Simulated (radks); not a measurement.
Values are calculated unless marked as measured or tabulated.
Isoelectronic series with 19 electrons, each ion in its NIST ground configuration. Code: a radial shooting solver on a logarithmic mesh with Libxc functionals. Model: Dirac Kohn-Sham, PBE, spin-unpolarised, spherical densities, finite nucleus; open shells fill j = l - 1/2 first; Fermi nuclear charge, rms radius of each element as measured or else 0.836 A^(1/3) + 0.57 fm. Total energies (hartree) and mean radii <r> (bohr) (* marks an orbital that is empty in some or all of the ions):

ion    configuration  E (hartree)  4s1/2*   3p3/2   3p1/2
K           [Ar] 4s1   -602.08908   5.007   1.438   1.429
Ti3+        [Ar] 3d1   -851.81353   2.615   1.059   1.052
Mn6+        [Ar] 3d1  -1148.28435   1.871  0.8336  0.8270
Ni9+        [Ar] 3d1  -1491.51998   1.481  0.6893  0.6828
Ga12+       [Ar] 3d1  -1881.91432   1.232  0.5884  0.5819
Se15+       [Ar] 3d1  -2319.96994   1.057  0.5137  0.5069
Rb18+       [Ar] 3d1  -2806.27789  0.9261  0.4559  0.4489
Zr21+       [Ar] 3d1  -3341.51403  0.8241  0.4098  0.4025
Tc24+       [Ar] 3d1  -3926.44076  0.7423  0.3722  0.3646
Pd27+       [Ar] 3d1  -4561.91691  0.6749  0.3408  0.3329
In30+       [Ar] 3d1  -5248.90136  0.6185  0.3143  0.3060
Te33+       [Ar] 3d1  -5988.45581  0.5704  0.2915  0.2828
Cs36+       [Ar] 3d1   -6781.7734  0.5289  0.2717  0.2626
Ce39+       [Ar] 3d1   -7630.1651  0.4927  0.2544  0.2449
Pm42+       [Ar] 3d1   -8535.0906  0.4608  0.2391  0.2292
Gd45+       [Ar] 3d1   -9498.1412  0.4325  0.2255  0.2151
Ho48+       [Ar] 3d1  -10521.1895  0.4071  0.2133  0.2024
Yb51+       [Ar] 3d1  -11606.1792  0.3842  0.2022  0.1909
Ta54+       [Ar] 3d1  -12755.4135  0.3634  0.1923  0.1804
Os57+       [Ar] 3d1  -13971.3514  0.3445  0.1831  0.1708
